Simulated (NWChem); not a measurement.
System meant: C₂H₃ClF₂; SMILES FC(F)CCl

Input file for NWChem:

```
start job
memory heap 200 mb stack 900 mb global 1100 mb
geometry units angstroms noautoz
  F     -1.310167    -1.029876     0.074479
  C     -0.015226    -0.862523    -0.308311
  F      0.678185    -1.998714     0.015880
  C      0.619180     0.298127     0.441997
  Cl    -0.131668     1.855894    -0.015181
  H      0.014404    -0.724361    -1.413871
  H      0.487146     0.138169     1.529801
  H      1.699194     0.342906     0.205728
end
basis spherical
  F library def2-svp
  C library def2-svp
  Cl library def2-svp
  H library def2-svp
end
dft
  odft
  mult 2
  xc b3lyp
  iterations 150
  mulliken
end
task dft energy
```

End of the output:

```
 ==============================================================================
                                 internuclear angles
 ------------------------------------------------------------------------------
        center 1       |       center 2       |       center 3       |  degrees
 ------------------------------------------------------------------------------
    1 F                |   2 C                |   3 F                |   108.25
    1 F                |   2 C                |   4 C                |   110.62
    1 F                |   2 C                |   6 H                |   108.64
    3 F                |   2 C                |   4 C                |   107.76
    3 F                |   2 C                |   6 H                |   108.91
    4 C                |   2 C                |   6 H                |   112.56
    2 C                |   4 C                |   5 Cl               |   111.31
    2 C                |   4 C                |   7 H                |   108.95
    2 C                |   4 C                |   8 H                |   109.44
    5 Cl               |   4 C                |   7 H                |   109.08
    5 Cl               |   4 C                |   8 H                |   108.66
    7 H                |   4 C                |   8 H                |   109.39
 ------------------------------------------------------------------------------
                            number of included internuclear angles:         12
 ==============================================================================

 Summary of "ao basis" -> "" (spherical)
 ------------------------------------------------------------------------------
       Tag                 Description            Shells   Functions and Types
 ---------------- ------------------------------  ------  ---------------------
 F                          def2-svp                 6       14   3s2p1d
 C                          def2-svp                 6       14   3s2p1d
 Cl                         def2-svp                 8       18   4s3p1d
 H                          def2-svp                 3        5   2s1p

                                 NWChem DFT Module
                                 -----------------

 Summary of "ao basis" -> "ao basis" (spherical)
 ------------------------------------------------------------------------------
       Tag                 Description            Shells   Functions and Types
 ---------------- ------------------------------  ------  ---------------------
 F                          def2-svp                 6       14   3s2p1d
 C                          def2-svp                 6       14   3s2p1d
 Cl                         def2-svp                 8       18   4s3p1d
 H                          def2-svp                 3        5   2s1p

  number of electrons :                   50
  multiplicity        :                    2
 ------------------------------------------------------------------------
  no. of electrons and multiplicity not compatible                  50
 ------------------------------------------------------------------------
 ------------------------------------------------------------------------
  current input line :
    26: task dft energy
 ------------------------------------------------------------------------
 ------------------------------------------------------------------------
 There is an error in the input file
 ------------------------------------------------------------------------
 For more information see the NWChem manual at https://nwchemgit.github.io

0: no. of electrons and multiplicity not compatible:Received an Error in Communication
```

Problem. Find the fault in this run and fix the input.

Solution. The program refused the input. Cause: the multiplicity doesn't fit the number of electrons (an even count wants an odd multiplicity, and the reverse). This input runs:
```
start job
memory heap 200 mb stack 900 mb global 1100 mb
geometry units angstroms noautoz
  F     -1.310167    -1.029876     0.074479
  C     -0.015226    -0.862523    -0.308311
  F      0.678185    -1.998714     0.015880
  C      0.619180     0.298127     0.441997
  Cl    -0.131668     1.855894    -0.015181
  H      0.014404    -0.724361    -1.413871
  H      0.487146     0.138169     1.529801
  H      1.699194     0.342906     0.205728
end
basis spherical
  * library def2-svp
end
dft
  xc b3lyp
  iterations 150
  mulliken
end
task dft energy
```
It converges to -737.55481 Ha (B3LYP/def2-SVP).
